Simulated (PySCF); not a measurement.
Electron correlation in Xe (xenon, neutral)

[Kr] 4d10 5s2 5p5 5d1, one real determinant (an excited configuration). All numbers are calculated (PySCF 2.14, a scalar-relativistic core potential, in aug-cc-pVQZ-PP with one added diffuse shell each of s, p, d, f, g type with ECP28MDF (8s8p6d4f3g, 117 functions)). Frozen: 4s2 4p6 4d10; 8 electrons correlated.

MP2 pair energies summed by pair of shells (mhartree):

```csv
pair,energy,share (%)
5p-5p,-80.06,54.8
5s-5p,-44.10,30.2
5p-5d,-11.95,8.2
5s-5s,-7.53,5.2
5s-5d,-2.38,1.6
```

Total MP2 correlation energy: -146.02 mhartree.

Same-spin part -33.80 and opposite-spin part -112.23 mhartree; SCS-MP2 scales them by 1/3 and 6/5 to -145.94 mhartree.

The reference is one real determinant that mixes LS terms of this configuration.
